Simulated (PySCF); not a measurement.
The vertical singlet excitations below were computed for one of the candidates. The calculation used TDDFT B3LYP/def2-SVPD, vertical, gas phase, core orbitals frozen in the response in PySCF. Geometries: PBE0-D3(BJ)/def2-SVP, one conformer each.

```
state  E (eV)       f  main configurations (H = HOMO, L = LUMO)
   S1    5.71  0.0087                                 H→L (89%)
   S2    6.17   0.015                               H→L+1 (84%)
   S3    6.51   0.014                   H→L+2 (78%), H→L+1 (8%)
   S4    6.75  0.0016                               H-1→L (95%)
   S5    6.89   0.038                  H→L+3 (82%), H→L+4 (10%)
   S6    7.00  0.0050       H→L+4 (72%), H→L+3 (9%), H→L+6 (9%)
   S7    7.17  0.0059                             H-1→L+1 (95%)
   S8    7.28   0.017                   H→L+5 (73%), H→L+4 (9%)
   S9    7.41  0.0093                             H-1→L+2 (94%)
  S10    7.55  0.0066                  H→L+7 (59%), H→L+6 (31%)
```

Triplets computed (Tamm–Dancoff): 5.53, 5.93, 6.45, 6.62 eV.

Question: Which structure fits? All have the formula C5H15NOSi.
A. `CCN[SiH2]OC(C)C`
B. `CCC[Si@H](N)OCC`
C. `CC[C@@H](C)[Si@@H](O)NC`
D. `CC(C)[Si@H](O)N(C)C`

Answer: C. Its S1 lies at 5.71 eV; the nearest of the others has S1 at 5.39 eV. S1 is HOMO→LUMO (89%). Löwdin shares by element: HOMO nitrogen 57%, carbon 12% or more, silicon 8%, hydrogen 6% or more (atoms not listed hold the other 18%); LUMO oxygen 17%, silicon 14%, hydrogen 12% or more, carbon 10% or more (atoms not listed hold the other 47%). At the same level the other candidates give, for their lowest levels:
- `CCN[SiH2]OC(C)C`: 6.05 eV (f 0.027); 6.63 eV (f 0.035); 6.81 eV (f 0.001); 6.98 eV (f 0.045); 7.06 eV (f 0.001); T1 5.84 eV; HOMO -6.70, LUMO 0.38 eV
- `CCC[Si@H](N)OCC`: 6.32 eV (f 0.051); 7.05 eV (f 0.006); 7.17 eV (f 0.026); 7.26 eV (f 0.004); 7.42 eV (f 0.007); T1 6.00 eV; HOMO -7.10, LUMO 0.21 eV
- `CC(C)[Si@H](O)N(C)C`: 5.39 eV (f 0.013); 5.73 eV (f 0.034); 6.23 eV (f 0.014); 6.64 eV (f 0.026); 6.74 eV (f 0.003); T1 5.26 eV; HOMO -6.16, LUMO 0.03 eV

Conformer computed: `[CH3:1][CH2:2][C@@H:3]([CH3:4])[Si@@H:5]([OH:6])[NH:7][CH3:8]`: C1–C2–C3–C4 64°, C2–C3–Si5–O6 -60°, C3–Si5–N7–C8 -176°, H–O6–Si5–C3 68°.

Without π bonds the low states are Rydberg-like; a valence basis with one diffuse set may place them up to an eV too high.
